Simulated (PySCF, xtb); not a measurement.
C2H6BI. Atoms are numbered in the order given.

```xyz
10

B     -1.2025     0.2348     0.5137
I      0.7670    -0.1500    -0.3275
C     -1.5326    -0.3752     1.9127
H     -2.0012    -1.3610     1.7176
H     -2.2849     0.2202     2.4569
H     -0.6620    -0.5602     2.5569
C     -2.1961     1.1043    -0.3202
H     -3.2485     0.8745    -0.0836
H     -2.0399     1.0732    -1.4074
H     -2.0293     2.1541    -0.0046
```
Charge 0, spin multiplicity 1.

Geometry: B3LYP-D3(BJ)/def2-SVP. The def2 effective core potentials stand for the cores of I; spin–orbit coupling is left out.

Computed with C-PCM-B3LYP/def2-SVP run with PySCF.

The values are the electrostatic part of the solvation free energy, E(continuum) − E(gas) at the gas-phase geometry, in a cavity of scaled van der Waals radii (PySCF's table); cavitation and dispersion terms are not included. In vacuum the orbital gap is 5.60 eV. The dipole moment in vacuum is 1.96 D.

| solvent | ε | ΔG(elec) (kcal/mol) | dipole (D) | gap (eV) |
|---|---|---|---|---|
| water | 78.36 | -1.9 | 2.71 | 5.89 |
| methanol | 32.61 | -1.9 | 2.69 | 5.89 |
| benzene | 2.27 | -1.0 | 2.33 | 5.75 |

For comparison, GFN2-xTB/ALPB(water) (xtb, at the GFN2-xTB geometry, all terms of that model) gives -2.4 kcal/mol.
